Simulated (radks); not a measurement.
Values are calculated unless marked as measured or tabulated.
Problem. Radial electron density D(r) = 4 pi r^2 rho(r) of an atom or ion with 23 electrons. Level of theory: scalar-relativistic Kohn-Sham, exchange-only LDA, spin-polarised, spherical densities, point nucleus (a radial shooting solver on a logarithmic mesh with Libxc functionals).

r (bohr),D(r) (e/bohr),spin D(r)
0.0007966,2.641,-0.000173
0.0009887,3.782,-0.000247
0.001237,5.456,-0.000356
0.001535,7.710,-0.000502
0.001905,10.80,-0.000700
0.002365,14.95,-0.000965
0.002958,20.64,-0.00132
0.003672,27.67,-0.00176
0.004557,36.30,-0.00229
0.005656,46.38,-0.00289
0.007075,57.75,-0.00352
0.008781,68.50,-0.00400
0.0109,77.42,-0.00404
0.01363,82.87,-0.00276
0.01692,83.29,0.00218
0.021,79.55,0.0178
0.02607,74.79,0.0640
0.03261,74.17,0.200
0.04047,81.70,0.548
0.05023,95.35,1.38
0.06234,105.8,3.15
0.07799,101.9,6.66
0.0968,83.21,12.1
0.1201,64.76,18.8
0.1491,61.58,24.5
0.1865,68.44,25.7
0.2315,63.37,20.5
0.2873,40.63,11.8
0.3595,15.70,4.34
0.4461,3.567,1.00
0.5537,0.4160,0.125
0.6872,0.02165,0.00730

What is the nuclear charge?

Solution. Z = 63. The innermost maximum, from 1s, lies near gamma/Z bohr with gamma = sqrt(1 - (Z/c)^2) = 0.888, here 0.0141 bohr (found: 0.0155), and its height grows with Z. The density is that of the europium ion Eu40+ in [Ar] 3d5; the configuration itself is not fixed sharply by these data, and Z only to a few units. D(r) has 3 maxima, at r = 0.0155, 0.0665, 0.197 bohr, and minima at 0.0299, 0.139 bohr, inside which lie 1.95, 11.11 electrons.
